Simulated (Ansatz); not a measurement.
Input file for Ansatz (a first-principles code): R-HF/def2-TZVPP on C3 (SMILES [C]=C=[C]), atoms moved off the minimum.

Ansatz 0.2 input:
```yaml
crystal:
  periodic: [false, false, false]
  atoms:
    - {symbol: C, position_ang: [-0.00329270, -0.00134761, -1.31019448]}
    - {symbol: C, position_ang: [-0.04327521, -0.00411710, -0.00280211]}
    - {symbol: C, position_ang: [0.02537949, -0.01711873, 1.27259572]}
basis:
  gaussian:
    orbitals: def2-TZVPP
hamiltonian:
  xc: {name: HF}
scf: {lower_state_search: off}
output: {forces: true}
```

The head of its log:

```
WARN ansatz: RAYON_NUM_THREADS=1 ignored (pool sized by the plan → 1); use --threads N
Functional definition: HF
these checks for a lower state are left out or cut short: stability, starts, cluster_reference, orbital_swaps, neighbouring_geometries, increment
integrals: 0.02 GiB planned
699 factors; their error is unknown
mean field: 0.13 GiB planned
mean field evaluation 1: about -3084.0827 eV, gradient 2.2e1 eV
mean field evaluation 2: about -3085.1909 eV, gradient 9.9e0 eV
```

Problem. Give the final energy of this run.

Solution. -113.3920 hartree.
